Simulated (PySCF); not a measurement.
F2Sn, SMILES [F][Sn][F] (connectivity only; charge and spin as stated), charge +1, multiplicity 2. Atoms are numbered in the order given.

```xyz
3

Sn     0.0000     0.0000     0.0000
F      0.0000     0.0000    -1.9343
F      0.0000     0.0000     1.9343
```
Charge +1, spin multiplicity 2.

The structure is a stationary point at B3LYP-D3(BJ)/def2-TZVP. The geometry has at least one imaginary mode, so it is a saddle point at that level. The spin state was assumed, not searched. The isomer is the one that the SMILES or the coordinates give; other isomers of the formula were not compared. The def2 effective core potentials stand for the cores of Sn; spin–orbit coupling is left out.

Computed with PBE0/def2-TZVPD (PySCF).

Mulliken values depend strongly on the basis, most of all with diffuse functions as here. ESP charges are fitted to the potential on shells at 1.4 to 2.0 van der Waals radii. Atomic charges (e):

| atom | Mulliken | ESP fit | Mulliken spin |
|---|---|---|---|
| Sn1 | 1.70 | … | 0.50 |
| F2 | -0.35 | … | 0.25 |
| F3 | -0.35 | … | 0.25 |

Problem. Some entries are withheld; supply them. (An estimate is asked for; the answer gives what the named calculation found.)

Solution. 
- Sn1, ESP fit: 1.51
- F2, ESP fit: -0.25
- F3, ESP fit: -0.25
